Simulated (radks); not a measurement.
The numbers below are computed, except where a source is named.
Problem. Ionisation ladder of ytterbium, from Yb66+ to Yb69+. Each ion is in the ground configuration listed by NIST, and IE = E(next ion) - E(this ion), with E = 0 for the bare nucleus. Level of theory: Dirac Kohn-Sham, relativistic LDA (MacDonald-Vosko exchange, VWN5 correlation), spin-unpolarised, spherical densities, finite nucleus; Fermi nuclear charge, rms radius 5.3108 fm (a radial shooting solver on a logarithmic mesh with Libxc functionals).

| species | configuration | IE, Delta-SCF (eV) | -e(HOMO) (eV) | HOMO | <r> HOMO (bohr) |
|---|---|---|---|---|---|
| Yb66+ | [He] 2s2 | ? | 16915.8 | 2s1/2 | 0.0792 |
| Yb67+ | [He] 2s1 | 17328.0 | 17198.0 | 2s1/2 | 0.0789 |
| Yb68+ | [He] | ? | 69490 | 1s1/2 | 0.0196 |
| Yb69+ | 1s1 | 71371 | 70776 | 1s1/2 | 0.0195 |

Estimate the withheld Delta-SCF values.

Solution. Yb66+: 17057.8 eV (NIST 17050); Yb68+: 70135 eV (NIST 70123.0).

Beside tabulated values, note that spin-unpolarised runs miss the spin-polarisation part of the exchange energy of open shells.
